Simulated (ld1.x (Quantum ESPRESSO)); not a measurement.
Which change was made? (Cr, PAW)

ld1.x (Quantum ESPRESSO) 7.5 input, shortened:

```
&input
   title='Cr', zed=24., rel=1, dft='PZ', iswitch=3,
   config='[Ar] 3d4 4s0 4p0'
 /
 &inputp
   pseudotype=3, lpaw=.true., tm=.true., lloc=-1, rcloc=1.45,
   nlcc=.true., rcore=1.30,
   which_augfun='GAUSS', rmatch_augfun=1.15
 /
6
3S  1  0   2.00   0.00  1.20  1.45  0.0
4S  2  0   0.00   0.00  1.20  1.45  0.0
3P  2  1   6.00   0.00  1.70  1.95  0.0
4P  3  1   0.00   0.00  1.70  1.95  0.0
3D  3  2   4.00   0.00  1.20  1.30  0.0
3D  3  2   0.00  -0.10  1.20  1.30  0.0
 &test
   configts(1)='3s2 3p6 3d4 4s0 4p0'
 /
```

Cutoffs, loose and tight: the cutoffs (Ry, on a coarse ladder) from which the occupation-weighted sum of valence levels, in a spherical-Bessel basis at the reference potential, stays within 10 and 1 mRy of its value at 400 Ry. They do not see the model core or the augmentation charge, which bear on the density cutoff. Test errors are all-electron minus pseudo excitation energies from the reference, over the configurations 3s2 3p6 3d5 4s1 4p0; 3s2 3p6 3d5 4s0 4p0; 3s2 3p6 3d3 4s0 4p0; 3s2 3p6 3d2 4s0 4p0; 3s2 3p6 3d5 4s0 4p1; 3s2 3p6 3d5 4s0.5 4p0; 3s2 3p6 3d5.5 4s0.5 4p0 (two spin-polarised tests are not counted in the largest error); variants that change the core or the reference have their own tests. The largest error is taken over the tests solved by every variant that gives reliable tests at all, those not shown here included: 3s2 3p6 3d3 4s0 4p0; 3s2 3p6 3d5 4s0 4p0; 3s2 3p6 3d5 4s1 4p0.

The base gives: outcome: generated; cutoff, loose: 60 Ry; cutoff, tight: 100 Ry; bound ghosts: none; largest test error (meV): -5.7.

Problem. After one change the result is: outcome: generated, overlap not positive; bound ghosts: not determined (overlap not positive); largest test error (meV): -11 over the solved tests; test run stopped at test 7 of 9 (negative rho). Which change was it?
A. core [Ar], valence charge 6; reference 3d4 4s0 4p0; waves now 4s (bound): rcut 1.85, rcutus 2.35 bohr; 4s channel at 0.15 Ry: rcut 1.85, rcutus 2.35 bohr; 4p (bound): rcut 2.40, rcutus 3.35 bohr; 4p channel at -0.45 Ry: rcut 2.40, rcutus 3.35 bohr; 3d (bound): rcut 1.25, rcutus 1.40 bohr; 3d channel at -0.1 Ry: rcut 1.25, rcutus 1.40 bohr; core correction Bessel-smoothed model core inside 1.20 bohr; augmentation GAUSS, radius 1.10 bohr
B. reference 3s2 3p6 3d5 4s0.75 4p0.25
C. waves 3d (bound): rcut 1.10, rcutus 1.16 bohr; 3d channel at -0.1 Ry: rcut 1.10, rcutus 1.16 bohr

Solution. B. The others give: core [Ar], valence charge 6; reference 3d4 4s0 4p0; waves now 4s (bound): rcut 1.85, rcutus 2.35 bohr; 4s channel at 0.15 Ry: rcut 1.85, rcutus 2.35 bohr; 4p (bound): rcut 2.40, rcutus 3.35 bohr; 4p channel at -0.45 Ry: rcut 2.40, rcutus 3.35 bohr; 3d (bound): rcut 1.25, rcutus 1.40 bohr; 3d channel at -0.1 Ry: rcut 1.25, rcutus 1.40 bohr; core correction Bessel-smoothed model core inside 1.20 bohr; augmentation GAUSS, radius 1.10 bohr → outcome: generated; cutoff, loose: 50 Ry; cutoff, tight: 90 Ry; bound ghosts: s; largest test error (meV): test run stopped at test 1 of 9 (negative rho) | waves 3d (bound): rcut 1.10, rcutus 1.16 bohr; 3d channel at -0.1 Ry: rcut 1.10, rcutus 1.16 bohr → outcome: generated; cutoff, loose: 80 Ry; cutoff, tight: 140 Ry; bound ghosts: none; largest test error (meV): -4.9. A file whose overlap is not positive is unfit for use, and its test errors describe a broken file.
